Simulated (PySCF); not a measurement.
HO3, SMILES [O]OO, multiplicity 2. Geometry optimised at PBE-D3(BJ)/def2-TZVP. Other conformers were not sampled.

Computed equilibrium geometry at PBE-D3(BJ)/def2-TZVP (PySCF confirms it by a frequency run) as Cartesian coordinates in Å, and its point group (one conformer of several):
point group Cs.
```xyz
4

O     -0.2799    -1.1907     0.0000
O      0.5014     0.2349     0.0000
H      0.5194    -1.7609     0.0000
O     -0.2864     1.1759     0.0000
```
Charge 0, spin multiplicity 2.
